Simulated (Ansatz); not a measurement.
Frontier orbitals of Cl$_{3}$H$_{3}$OSiTi, SMILES `[SiH3][O][Ti]([Cl])([Cl])[Cl]`.

```xyz
9

Si    0.1461   -1.3968   -1.0869
O     0.0053   -0.0934   -0.0708
Ti   -0.1347    1.2777    0.9951
Cl   -0.5498    3.0546   -0.1972
Cl    1.7431    1.5221    2.0747
Cl   -1.7657    0.9157    2.3952
H     1.5063   -1.9622   -0.9276
H    -0.0669   -0.9255   -2.4754
H    -0.8837   -2.3922   -0.7070
```

The species carries charge 0 and has multiplicity 1. Correlated methods include outer-core shells of Ti, which these sets cover unevenly. Scalar relativity is left out up to krypton. All single points use the PBE0-D4/def2-TZVP geometry. It is one conformer, not always the lowest. Basis def2-TZVPP, the Gaussian-basis code of Ansatz.

Orbital energies of one run (eV). Highest occupied ones, from the top: -7.89, -7.95, -7.95, -8.55, -8.55, -8.64, -8.91, -8.91, -9.35, -9.35, -9.62, -10.41, -10.41, -11.23. Empty: -3.98, -3.98, -3.15, -3.15, -2.89, -1.20.

Which functional gave them?
A. PBE
B. B97M-V
C. CAM-B3LYP
D. r2SCAN

A. HOMO energies: PBE -7.89, B97M-V -8.37, CAM-B3LYP -10.57, r2SCAN -8.27 eV.
